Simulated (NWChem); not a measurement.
# CdSiH3Cl; SMILES [SiH3][Cd][Cl]

```xyz
6

Cd     0.0000     0.0000     0.0562
Cl     0.0000     0.0000     2.3636
Si     0.0000     0.0000    -2.4299
H     -1.1898    -0.7391    -2.9542
H      1.2350    -0.6608    -2.9542
H     -0.0452     1.4000    -2.9542
```
Atoms are numbered in this order, from 1.

Computed with NWChem. Medium grid unless said otherwise, to which SCAN and Minnesota functionals are sensitive. The geometry was optimised at PBE0/def2-SVP. def2 effective core potentials on Cd; no spin-orbit coupling.

Order these by “highest occupied level (eV)”, lowest first: LC-BLYP (range parameter 0.33 per bohr)/def2-SVP; N12/def2-SVP; M06/def2-SVP; SCAN/def2-SVP.

LC-BLYP (range parameter 0.33 per bohr)/def2-SVP (-10.14), M06/def2-SVP (-7.93), SCAN/def2-SVP (-7.20), N12/def2-SVP (-6.64)
